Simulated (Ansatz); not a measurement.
Total energies of As₃S₃ (the lowest doublet isomer of a short search) from Ansatz at PBE-D4/def2-TZVPD, gas phase (1 Eh = 27.2114 eV = 2625.5 kJ/mol). The reference geometry is relaxed at PBE0-D4/def2-SVP.

```xyz
6

As   -1.750   -0.062    0.398
As   -0.510    0.104   -1.719
As    1.756    0.195    1.045
S     1.484    0.912   -1.042
S    -0.743   -1.830   -0.579
S    -0.238    0.681    1.897
```

```tsv
state	geometry	energy (Eh)
charge 0 doublet	reference	-7900.91124
charge -1 singlet	reference	-7900.98615
charge -1 singlet	relaxed at PBE0-D4/def2-SVPD	-7900.99073
free As atom (quartet)	–	-2235.47048
free S atom (triplet)	–	-397.93910
```

(1) Work out the vertical electron affinity, to the singlet.

(2) How much does the charge -1 singlet relax, and what is the adiabatic electron affinity?

(3) What is the binding energy per atom against free atoms?

(1) E(charge 0 doublet) − E(charge -1 singlet) = -7900.91124 − (-7900.98615) = 0.07491 Eh = 2.04 eV.

(2) Relaxation: -7900.98615 − (-7900.99073) = 0.00458 Eh = 0.12 eV. Adiabatic electron affinity: 0.07949 Eh = 2.16 eV, without zero-point energy. 

(3) Atoms: 3 × (-2235.47048) + 3 × (-397.93910) = -7900.22874 Eh. Binding: -7900.22874 − (-7900.91124) = 0.68250 Eh = 18.57 eV, or 3.10 eV for each of 6 atoms (no zero-point energy, no counterpoise term).

At PBE-D4/def2-TZVPD the highest occupied level of the charge -1 singlet lies above zero (up to 0.18 eV). By energy differences its removal costs 2.04 eV (vertical, to the charge 0 doublet, at PBE-D4/def2-TZVPD); a positive level beside a positive removal energy at the same level points to self-interaction error. 

The structure comes from a short search, and lower isomers may exist.
